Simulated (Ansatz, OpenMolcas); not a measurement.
# How basis sets differ on C3H8Si (SMILES CC(C)[SiH])

C3H8Si: 12 atoms, total charge 0, spin state singlet. As SMILES, `CC(C)[SiH]`. The coordinates come from a PBE0-D4/def2-TZVP relaxation. This is one conformer, not always the lowest.

Each level gives the HOMO–LUMO gap (eV). The values are calculated.

```
                          level          kind     program  value (eV)
           HF/ANO-RCC-MB (DKH2)  Hartree–Fock  OpenMolcas       10.98
                      HF/STO-3G  Hartree–Fock      Ansatz       13.42
                       HF/3-21G  Hartree–Fock  OpenMolcas       10.38
HF/6-31G* (spherical functions)  Hartree–Fock      Ansatz       10.37
```

The values span 10.37 to 13.42 eV. A Hartree–Fock LUMO above zero doesn't converge with the basis: it sinks as sets grow more diffuse. Orbital gaps aren't excitation energies.
